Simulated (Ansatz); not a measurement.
`[SiH3][Sb]([SiH3])[Cl]` + PH₃ → `[SiH3]P` + `[SiH3][SbH][Cl]` at 500 K and 1 bar (cleavage of the Si–Sb bond).

Computed with Ansatz on PBE0-D4/def2-TZVP structures; ΔE is electronic, products minus reactants. CCSD(T)/CBS adds triple-zeta CCSD(T) − MP2 to the extrapolated MP2 energy (def2 sets, frozen cores). This one scheme is used for every species. Elements past krypton have def2 core potentials. For Sb outer-core shells are correlated without core-valence functions, which leaves a few kJ/mol of doubt a bond.

| species | CCSD(T)/CBS energy (Eh) | H − E (kJ/mol) | S (J/(mol·K)) |
| --- | --- | --- | --- |
| `[SiH3][Sb]([SiH3])[Cl]` | -1281.59882 | 188.2 | 482.1 |
| PH₃ | -342.72256 | 81.5 | 231.4 |
| `[SiH3]P` | -633.00997 | 141.7 | 322.6 |
| `[SiH3][SbH][Cl]` | -991.30233 | 124.5 | 394.2 |

H − E and S are ideal-gas, rigid-rotor, harmonic terms from PBE0-D4/def2-TZVP, for one conformer and one mirror image of each species. 1 Eh = 2625.50 kJ/mol, R = 8.31446 J/(mol·K).

**Question.** By hand: ΔE, ΔH, ΔS and ΔG.

**Answer.** ΔE = (-633.00997) + (-991.30233) − (-1281.59882) − (-342.72256) = 0.00908 Eh = 23.8 kJ/mol. Δ(H − E) = 141.7 + 124.5 − 188.2 − 81.5 = -3.5, so ΔH = 20.3 kJ/mol. ΔS = 322.6 + 394.2 − 482.1 − 231.4 = 3.3 J/(mol·K). ΔG = 20.3 − 500 × (3.3)/1000 = 18.7 kJ/mol.

**Question.** By hand: the equilibrium constant, and the temperature at which ΔG would vanish if ΔH and ΔS stayed fixed.

**Answer.** log₁₀ K = −ΔG/(RT ln 10) = -2.0. ΔG = 0 at ΔH/ΔS = 6152 K, far beyond where these terms or the molecules hold.

The number of gas molecules stays the same, so ΔS is small and ΔH decides. A doubt of 5 kJ/mol in ΔE shifts log₁₀ K by 0.5 here. Other conformers and mirror images would add mixing entropy, several J/(mol·K) or more a flexible species. These are equilibria of isolated gas molecules and say nothing of rates. Largest T1 diagnostic: 0.013 (customary marks: 0.02 for closed shells, 0.045 for open ones).
